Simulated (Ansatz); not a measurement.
The same path of CH2O2Se (6 atoms, charge 0, multiplicity 1) was run twice with different band settings. The coordinate that changes most is the dihedral Se4–C2–O3–H6.

The calculation used RKS B3LYP/def2-SVP in Ansatz 0.2.0.

Relaxed end points:

```xyz
6
Properties=species:S:1:pos:R:3
O 0.502 1.128 -0.443
C 0.002 -0.016 -0.012
O 0.481 -0.286 1.188
Se -1.163 -1.053 -0.926
H 0.129 1.293 -1.325
H 0.092 -1.130 1.472
```

```xyz
6
Properties=species:S:1:pos:R:3
O 0.470 0.906 -0.241
C -0.182 -0.247 -0.074
O 0.102 -0.795 1.094
Se -1.299 -0.961 -1.284
H 0.221 1.257 -1.113
H 0.730 -0.225 1.573
```

Common settings: movable images 5; climbing image yes; spring 5.0 eV/Å²; optimiser quadratic models (default); start path through a guess of the saddle point; iteration limit 60; end points relaxed.

| run | force threshold |
| --- | --- |
| 1 | 0.05 eV/Å |
| 2 | 0.5 eV/Å |

(1) What does each run give, and how far can it be trusted?

## Answers

(1) Run 1: converged after 8 iterations, highest image 0.541 eV above the first end. A vibrational analysis at the climbing image gives one clearly imaginary mode, 599i cm⁻¹: a first-order saddle point.
Run 2: converged after 6 iterations, highest image 0.541 eV above the first end. The threshold of 0.5 eV/Å is loose, so the images may lie well off the minimum-energy path. Another band between the same ends (5 images) ends at a top of the same energy, where a vibrational analysis finds 1 clearly imaginary mode.
